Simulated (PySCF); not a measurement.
Compound: C2H4BClS2.
Geometry (PBE0-D3(BJ)/def2-SVP, Å), atoms numbered from 1 in this order:
```xyz
10
C2H4BClS2 angstrom
Cl     3.4363    0.6099    0.0754
B      1.7110    0.3072    0.0347
S      0.5651    1.1706    1.1178
C     -0.9246    0.5592    0.2492
C     -0.6643   -0.8324   -0.2880
S      0.9782   -0.8867   -1.0926
H     -1.1538    1.2636   -0.5654
H     -1.7645    0.5630    0.9597
H     -1.4229   -1.1268   -1.0286
H     -0.6647   -1.5752    0.5247
```

The closed-shell ground state was solved at several levels (PySCF, density fitting, gas phase, non-relativistic).

```csv
level,basis functions,HOMO (eV),LUMO (eV),gap (eV),dipole (D)
CAM-B3LYP/pcSseg-2,293,-8.45,0.24,8.69,3.24
PBE0/pcSseg-0,74,-7.56,-0.98,6.58,3.63
BP86/pcSseg-2,293,-6.12,-1.82,4.30,3.18
PBE0/cc-pVDZ,116,-7.07,-0.62,6.45,3.11
B3LYP/pcSseg-2,293,-6.94,-1.04,5.90,3.20
OPBE/pcSseg-2,293,-6.04,-1.67,4.37,3.20
PBE0/6-31G,74,-7.26,-0.79,6.47,3.79
PBE0/IGLO-III,277,-7.07,-0.81,6.26,3.06
PBE0/aug-cc-pVDZ,186,-7.17,-0.87,6.30,3.27
```

Q: Estimate the row for PBE0/pcSseg-2, a basis of 293 functions; the other rows only guide the guess.

A: HOMO -7.18 eV, LUMO -0.88 eV, gap 6.30 eV, dipole 3.25 D.

Q: Over all these levels, which gives the widest orbital gap and which the narrowest?

A: CAM-B3LYP/pcSseg-2 (range-separated hybrid) has the widest, 8.69 eV, and BP86/pcSseg-2 (GGA) the narrowest, 4.30 eV. The two share the basis. From the narrowest to the widest the HOMO moves by -2.33 eV and the LUMO by +2.06 eV.

Q: How much does the basis alone move the frontier levels among the 6 PBE0 rows (the withheld one included)?

A: The HOMO by 0.49 eV and the LUMO by 0.36 eV. By rising basis size (HOMO, LUMO in eV): pcSseg-0 -7.56, -0.98; 6-31G -7.26, -0.79; cc-pVDZ -7.07, -0.62; aug-cc-pVDZ -7.17, -0.87; IGLO-III -7.07, -0.81; pcSseg-2 -7.18, -0.88.

Q: In the pcSseg-2 basis, how does the gap go with the fixed share of exact exchange?

A: BP86 (0 %) 4.30 eV; OPBE (0 %) 4.37 eV; B3LYP (20 %) 5.90 eV; PBE0 (25 %) 6.30 eV. Each rise in the share widens the gap here.

Q: How far do the dipole and the HOMO energy spread over the levels?

A: The dipole runs from 3.06 to 3.79 D (mean 3.29 D) and the HOMO from -8.45 to -6.04 eV.

One conformer stands for the species.
